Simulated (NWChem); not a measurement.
Everything below was run with NWChem. System: CF$_{2}$, charge 1, spin multiplicity 2, at the geometry of a parent with another charge or spin, in a state set for the comparison that need not be this species' ground state. Its SCF solution wasn't tested for a lower state. Level: UPBE/def2-TZVPD.

Input file:

```
start mol
memory heap 200 mb stack 900 mb global 1100 mb
charge 1
geometry units angstroms nocenter noautoz
  F      1.029081     0.000000    -0.198010
  C      0.000000     0.000000     0.594031
  F     -1.029081     0.000000    -0.198010
  symmetry group C2v
end
basis spherical
  * library def2-tzvpd
end
dft
  xc xpbe96 cpbe96
  odft
  mult 2
  semidirect memsize 60000000 filesize 0
  iterations 100
end
task dft energy
```

Output (cleaned and shortened):

```
             Northwest Computational Chemistry Package (NWChem) 7.3.0
             --------------------------------------------------------

                                NWChem Input Module
                                -------------------

 Scaling coordinates for geometry "geometry" by  1.889725989
 (inverse scale =  0.529177249)

 Turning off AUTOSYM since
 SYMMETRY directive was detected!

                             Geometry "geometry" -> ""
                             -------------------------

 Output coordinates in angstroms (scale by  1.889725989 to convert to a.u.)

  No.       Tag          Charge          X              Y              Z
 ---- ---------------- ---------- -------------- -------------- --------------
    1 F                    9.0000     1.02908100     0.00000000    -0.19801000
    2 C                    6.0000     0.00000000     0.00000000     0.59403100
    3 F                    9.0000    -1.02908100     0.00000000    -0.19801000

 Effective nuclear repulsion energy (a.u.)      64.8361796702

            Nuclear Dipole moment (a.u.)
            ----------------------------
        X                 Y               Z
 ---------------- ---------------- ----------------
     0.0000000000     0.0000000000     0.0000113384

      Symmetry information
      --------------------

 Group name             C2v
 Group number             16
 Group order               4
 No. of unique centers     2

      Symmetry unique atoms

     1    2


 Summary of "ao basis" -> "" (spherical)
 ------------------------------------------------------------------------------
       Tag                 Description            Shells   Functions and Types
 ---------------- ------------------------------  ------  ---------------------
 *                         def2-tzvpd                 on all atoms

  pbe96 is a nonlocal functional; adding pw91lda local functional.

                                 NWChem DFT Module
                                 -----------------

 Summary of "ao basis" -> "ao basis" (spherical)
 ------------------------------------------------------------------------------
[...]
 overlap   0.999  0.975  0.998  0.995  0.992  0.991  0.998  0.987  0.994  0.998

   alpha     21     22     23     24     25     26     27     28     29     30
    beta     21     22     23     24     25     26     27     29     28     30
 overlap   0.998  1.000  0.997  0.987  0.998  0.991  1.000  0.958  0.999  0.991

   alpha     31     32     33     34     35     36     37     38     39     40
    beta     31     32     33     34     35     36     38     37     39     40
 overlap   0.960  1.000  0.995  0.999  0.999  1.000  0.996  1.000  0.996  1.000

   alpha     41     42     43     44     45     46     47     48     49     50
    beta     41     44     43     42     45     46     47     48     49     50
 overlap   1.000  0.991  1.000  0.997  0.999  0.983  0.983  0.994  0.994  0.995

   alpha     51     52     53     54     55     56     57     58     59     60
    beta     51     52     53     54     55     56     57     58     59     61
 overlap   0.990  0.985  0.999  0.987  0.984  0.995  0.996  1.000  0.999  0.999

   alpha     61     62     63     64     65     66     67     68     69     70
    beta     60     62     63     64     65     66     67     68     69     70
 overlap   0.999  0.978  0.977  0.999  0.999  0.999  0.999  0.998  0.998  0.999

   alpha     71     72     73     74     75     76     77     78     79     80
    beta     71     72     74     73     75     76     77     79     80     78
 overlap   0.996  0.995  0.957  0.998  0.992  0.958  0.994  0.988  0.996  0.998

   alpha     81     82     83     84     85     86     87     88     89     90
    beta     81     82     83     84     85     86     87     88     89     90
 overlap   0.995  0.998  1.000  0.999  0.999  0.997  0.999  0.998  1.000  1.000

   alpha     91     92     93     94     95     96     97     98     99    100
    beta     94     93     92     91     95     96     97     98     99    100
 overlap   0.890  0.999  1.000  0.890  0.997  0.997  0.999  0.999  1.000  1.000

   alpha    101    102    103    104    105    106    107    108    109    110
    beta    101    102    103    104    105    106    108    107    111    109
 overlap   1.000  1.000  1.000  1.000  1.000  1.000  1.000  1.000  1.000  1.000

   alpha    111    112    113    114    115    116    117
    beta    110    112    113    114    115    116    117
 overlap   1.000  1.000  1.000  1.000  1.000  1.000  1.000

     --------------------------
     Expectation value of S2:
     --------------------------
      <S2> =      0.7537 (Exact =     0.7500)

 center of mass
 --------------
 x =   0.00000000 y =   0.00000000 z =  -0.01494394

 moments of inertia (a.u.)
 ------------------
          20.430502982950           0.000000000000           0.000000000000
           0.000000000000         164.126216824584           0.000000000000
           0.000000000000           0.000000000000         143.695713841634

     Multipole analysis of the density
     ---------------------------------

     L   x y z        total         alpha         beta         nuclear
     -   - - -        -----         -----         ----         -------
     0   0 0 0      1.000000    -12.000000    -11.000000     24.000000

     1   1 0 0      0.000000     -0.000000      0.000000      0.000000
     1   0 1 0     -0.000000     -0.000000     -0.000000      0.000000
     1   0 0 1      0.682686     -0.370204      1.052879      0.000011

     2   2 0 0     -8.195019    -38.788192    -37.478950     68.072123
     2   1 1 0      0.000000      0.000000      0.000000      0.000000
     2   1 0 1      0.000000     -0.000000      0.000000      0.000000
     2   0 2 0     -9.097275     -4.866825     -4.230449      0.000000
     2   0 1 1      0.000000      0.000000     -0.000000      0.000000
     2   0 0 2     -8.289627    -11.055443     -7.315228     10.081044

 Task  times  cpu:        3.9s     wall:        3.9s

 Total times  cpu:        3.9s     wall:        3.9s
```
